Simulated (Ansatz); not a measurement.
Two isomers of C2H6BClS: A = `CB(S)CCl`, B = `CCB(S)Cl`.

Isolated molecules relaxed with PBE0-D4/def2-TZVP in Ansatz; ΔE leaves out vibrations. CCSD(T)/CBS is the MP2 limit (def2-TZVPP, def2-QZVPP) plus CCSD(T) − MP2 in def2-TZVPP, frozen cores. Functionals use def2-TZVPP. B3LYP here is the variant with VWN-RPA as its local correlation; programs differ in this. Each species was taken in one conformer, which may not be the lowest.

(1) Which isomer does CCSD(T)/CBS put lower? Give the gap. (Best estimate.)

(2) Give E(B) − E(A) in kJ/mol with HF/def2-TZVPP, ωB97M-V, CCSD(T)/def2-TZVPP, MP2/def2-TZVPP, B2PLYP, B3LYP-D4, PBE0-D4. (Estimate.)

Largest T1 diagnostic: 0.012.

## Answers

(1) Computed: B, by 93.2 kJ/mol.

(2) Computed: HF/def2-TZVPP -99.3, ωB97M-V -92.5, CCSD(T)/def2-TZVPP -95.5, MP2/def2-TZVPP -99.1, B2PLYP -93.5, B3LYP-D4 -89.9, PBE0-D4 -91.4. None reverses the order clearly.

From PBE to PBE0 (25 % exact exchange), in def2-TZVPP and without D4, E(B) − E(A) moves by −3.4 kJ/mol.
